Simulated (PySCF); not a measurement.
CH3F3Si, SMILES FC[SiH](F)F. Geometry optimised at ωB97X-D3(BJ)/def2-SVP. One conformer was computed; it need not be the lowest.

Computed equilibrium geometry at ωB97X-D3(BJ)/def2-SVP (PySCF confirms it by a frequency run) as bond lengths and angles, and its point group (one conformer of several):
point group Cs.
Atoms: F1 C2 Si3 F4 F5 H6 H7 H8. Bonded distances (Å): F1–C2 1.384, C2–Si3 1.877, C2–H6 1.106, C2–H7 1.106, Si3–F4 1.615, Si3–F5 1.615, Si3–H8 1.479. Angles (°): F1–C2–Si3 110.5, F1–C2–H6 109.4, F1–C2–H7 109.4, Si3–C2–H6 110.2, Si3–C2–H7 110.2, H6–C2–H7 107.0, C2–Si3–F4 109.7, C2–Si3–F5 109.7, C2–Si3–H8 112.2, F4–Si3–F5 107.4, F4–Si3–H8 108.9, F5–Si3–H8 108.9.
